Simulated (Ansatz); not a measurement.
[CuCl2]- (CuCl₂⁻). Charge -1, multiplicity 1. Geometry B3LYP-D4/def2-TZVPD.

Cartesian coordinates in Å:
```
Cu 0.0000 0.0000 0.0000
Cl 0.5619 -1.4790 1.4667
Cl -0.5618 1.4790 -1.4667
```

HSE06 is defined as in plane-wave codes, on full-range PBE exchange.

Problem. Estimate the orbital energies around the gap (eV) in Ansatz with LDA (SPW92)/def2-TZVPD, PBE-D4/def2-TZVPD, r2SCAN-D4/def2-TZVPD, PBE0-D4/def2-TZVPD, HSE06-D4/def2-TZVPD.

Solution. 
| orbital | LDA (SPW92)/def2-TZVPD | PBE-D4/def2-TZVPD | r2SCAN-D4/def2-TZVPD | PBE0-D4/def2-TZVPD | HSE06-D4/def2-TZVPD |
| --- | --- | --- | --- | --- | --- |
| HOMO−13 | -67.04 | -67.16 | -69.45 | -72.06 | -71.62 |
| HOMO−12 | -14.38 | -14.30 | -15.13 | -16.69 | -16.26 |
| HOMO−11 | -14.22 | -14.15 | -14.98 | -16.53 | -16.10 |
| HOMO−10 | -4.61 | -4.37 | -4.61 | -5.74 | -5.32 |
| HOMO−9 | -3.28 | -3.09 | -3.36 | -4.47 | -4.05 |
| HOMO−8 | -3.05 | -2.84 | -3.12 | -4.47 | -4.05 |
| HOMO−7 | -3.05 | -2.84 | -3.12 | -4.28 | -3.88 |
| HOMO−6 | -2.63 | -2.46 | -2.76 | -3.75 | -3.34 |
| HOMO−5 | -2.63 | -2.46 | -2.76 | -3.75 | -3.34 |
| HOMO−4 | -1.35 | -1.06 | -1.18 | -3.15 | -2.73 |
| HOMO−3 | -1.35 | -1.06 | -1.18 | -3.15 | -2.73 |
| HOMO−2 | -1.21 | -0.90 | -0.93 | -2.37 | -1.96 |
| HOMO−1 | -0.91 | -0.66 | -0.78 | -2.37 | -1.96 |
| HOMO | -0.91 | -0.66 | -0.78 | -2.37 | -1.95 |
| LUMO | 2.75 | 2.84 | 3.28 | 3.41 | 3.12 |
| LUMO+1 | 3.63 | 3.59 | 4.21 | 4.03 | 3.77 |
| LUMO+2 | 3.87 | 3.94 | 4.34 | 4.49 | 4.18 |
| LUMO+3 | 3.87 | 3.94 | 4.34 | 4.49 | 4.18 |
| LUMO+4 | 4.45 | 4.49 | 4.94 | 5.09 | 4.80 |
| LUMO+5 | 4.86 | 4.80 | 5.42 | 5.22 | 4.95 |
